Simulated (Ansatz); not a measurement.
The cluster Al6Ni⁻, relaxed as a doublet with UKS r2SCAN-D4/def2-SVPD in Ansatz, starting from the GFN1-xTB geometry. Force threshold 0.02 eV/Å.

The relaxation made no stability test and no search for a lower SCF solution. No other spin state of charge -1 was run. The structure comes from a short search, and lower isomers may exist.

Start:

```xyz
7

Ni    0.507    1.146   -1.001
Al    1.148    0.927    2.091
Al   -1.335   -1.346   -1.724
Al    2.355   -0.863    0.668
Al    1.141   -1.968   -1.320
Al   -2.538    0.442   -0.299
Al   -1.279    1.662    1.586
```

Problem. Estimate the energy that the relaxation releases and the steps that it takes.

Solution. 372.9 kJ/mol, in 23 steps; 7.2 min on 4 threads of Arm Neoverse V2 on a shared host. No frequencies were taken in this run, so the end may be a saddle point.

Problem. Does the start keep its bonding?

Solution. Bonds formed: Ni1–Al2, Ni1–Al3, Ni1–Al4, Ni1–Al5, Ni1–Al6, Ni1–Al7 (atoms count from 1).

Problem. Predict the relaxed structure.

Solution. 
```xyz
7

Ni   -0.214   -0.488    0.431
Al    1.433    1.218    0.922
Al   -0.974   -0.170   -1.848
Al    1.832   -1.334    1.197
Al    1.453   -0.758   -1.307
Al   -2.537   -0.275    0.223
Al   -0.994    1.807    0.381
```
Bond lengths (bridged metal pairs left out): 6 × Al–Ni 2.34 to 2.42 Å; 6 × Al–Al 2.56 to 2.60 Å.
